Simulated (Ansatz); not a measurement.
Start from `[NH2][Nb](=[O])([Cl])[Cl]` and change one atom or group to get `[O]=[Nb]([F])([Cl])[Cl]`.

Ansatz, PBE0-D4/def2-TZVP geometries, multiplicity 1. Each molecule was computed in one conformer, which needn't be the lowest.

Elements past krypton have def2 core potentials.

| property | `[NH2][Nb](=[O])([Cl])[Cl]` |
| --- | --- |
| size of the dipole moment (B3LYP/def2-TZVPP) / D | 3.49 |
| HOMO energy (ωB97M-V/def2-TZVPP) / eV | -11.03 |
| ideal-gas entropy at 298 K and 1 bar (rigid rotor, harmonic PBE0-D4/def2-TZVP) / J/(mol·K) | 364 |
| HOMO–LUMO gap (PBE/def2-TZVPP) / eV | 4.23 |
| LUMO energy (B3LYP/def2-TZVPP) / eV | -2.64 |
| size of the dipole moment (ωB97M-V/def2-TZVPP) / D | 3.48 |

Problem. What does the change do to each property? (An estimate is asked.)

Solution. Computed: 
```json
{"property": "size of the dipole moment (B3LYP/def2-TZVPP) / D", "`[O]=[Nb]([F])([Cl])[Cl]`": "1.17", "shift": "-2.32"}
{"property": "HOMO energy (ωB97M-V/def2-TZVPP) / eV", "`[O]=[Nb]([F])([Cl])[Cl]`": "-12.07", "shift": "-1.04"}
{"property": "ideal-gas entropy at 298 K and 1 bar (rigid rotor, harmonic PBE0-D4/def2-TZVP) / J/(mol·K)", "`[O]=[Nb]([F])([Cl])[Cl]`": "354", "shift": "-10"}
{"property": "HOMO–LUMO gap (PBE/def2-TZVPP) / eV", "`[O]=[Nb]([F])([Cl])[Cl]`": "4.61", "shift": "0.38"}
{"property": "LUMO energy (B3LYP/def2-TZVPP) / eV", "`[O]=[Nb]([F])([Cl])[Cl]`": "-3.27", "shift": "-0.63"}
{"property": "size of the dipole moment (ωB97M-V/def2-TZVPP) / D", "`[O]=[Nb]([F])([Cl])[Cl]`": "1.11", "shift": "-2.37"}
```

With PBE0 the HOMO falls by 1.06 eV and the LUMO falls by 0.63 eV, so the gap widens by about 0.43 eV. PBE moves the HOMO by -0.96 eV and ωB97M-V by -1.04 eV. The zero-point energy changes by -61.2 kJ/mol with -6 modes. Dipoles are sizes alone; their direction can turn.

B3LYP here is the variant with VWN-RPA as its local correlation; programs differ in this.
